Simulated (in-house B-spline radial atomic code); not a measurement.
Values are calculated unless marked as measured or tabulated.
# Making a Troullier-Martins p channel for K, r_c = 0.87 bohr

K, [Ar] 4s1, non-relativistic PBE, spherical and spin-unpolarised, from a B-spline radial code for spherical atoms (atomic units). The all-electron 3p level is ε = -0.692624 hartree, its outermost node lies just inside 0.46 bohr and its outer maximum at 1.16 bohr.

Inside r_c the pseudo-orbital is u(r) = r^2 exp(p(r)), with p = c0 + c2 r² + c4 r⁴ + … + c12 r¹². The seven coefficients follow from p and its first four derivatives at r_c, from zero curvature of the screened potential at the origin, c4 = −c2²/(2l + 5), and from the norm inside r_c. At r_c the all-electron orbital has P = 0.7717811, P' = 0.9249568, the screened potential V = -4.762128, V' = 10.41599, V'' = -28.03941, and the norm inside is Q = 0.1448498.

(1) What are p, p' and p'' at r_c?

For a trial c2 the five matching conditions are linear in c0, c6, c8, c10 and c12, and c2 is varied until the norm inside r_c equals Q. The root nearest zero gives:

```csv
n,c_n
0,1.356865
2,-4.588708
4,-3.008034
6,41.57612
8,-82.16548
10,66.67363
12,-20.02335
```

(2) Check c4 and p(r_c), and find the screened pseudopotential at the origin.

Orbitals and screened potentials:

| r (bohr) | P | u | V all-electron | V pseudo |
| --- | --- | --- | --- | --- |
| 0.087 | -0.2313 | 0.02839 | -167.7 | -23.57 |
| 0.218 | -0.4331 | 0.148 | -48.98 | -21.43 |
| 0.348 | -0.2536 | 0.2736 | -23.95 | -13.93 |
| 0.479 | 0.06829 | 0.3633 | -14.09 | -4.08 |
| 0.609 | 0.375 | 0.4637 | -9.186 | 0.7638 |
| 0.739 | 0.6123 | 0.6186 | -6.371 | -2.57 |
| 0.87 | 0.7718 | 0.7718 | -4.762 | -4.762 |

Logarithmic derivatives P'/P at R = 1.17 bohr, for energies E around ε:

```tsv
E − ε (hartree)	all-electron	pseudo
-0.5	0.396244	0.393664
-0.25	0.191229	0.190571
-0.1	0.0606775	0.0606512
0	-0.0298265	-0.0297173
0.1	-0.123313	-0.123345
0.25	-0.269567	-0.270442
0.5	-0.531267	-0.535764
```

(3) With P(R) = 0.8902255 and a norm of 0.364407 inside R, what slope in energy does norm conservation fix?

Answers

(1) p = ln(P/r_c^2) = ln(0.7717811/0.7569) = 0.01947. p' = P'/P − 2/r_c = 1.19847 − 2.29885 = -1.10038. The radial equation gives p'' = 2(V − ε) − 2(2) p'/r_c − p'² = -8.13901 − (-5.05922) − 1.21084 = -4.29063. Differentiating, p''' = 2V' + 2(2)p'/r_c² − 2(2)p''/r_c − 2p'p'' = 25.301, and p'''' = 2V'' − 4(2)p'/r_c³ + 4(2)p''/r_c² − 2(2)p'''/r_c − 2p''² − 2p'p''' = -185.52.

(2) −c2²/7 = -3.00803, as listed. The terms c_n r_c^n are 1.35686, -3.47319, -1.72330, 18.02850, -26.96767, 16.56329, -3.76502, which sum to 0.01947. Inverting the radial equation, V_l(r) = ε + 2 p'/r + (p'' + p'²)/2, so V_l(0) = ε + (2l + 3) c2 = -0.692624 + 5 × (-4.58871) = -23.6362 hartree, finite where the all-electron potential diverges.

(3) d(P'/P)/dE = −2 × (norm inside R)/P(R)² = -0.9196 per hartree·bohr at E = ε, for both atoms, since orbital and norm agree at R. Differences over ±0.1 hartree give -0.9200 (all-electron) and -0.9200 (pseudo), which also hold third-order terms. Half a hartree below ε the two curves differ by -0.0026.
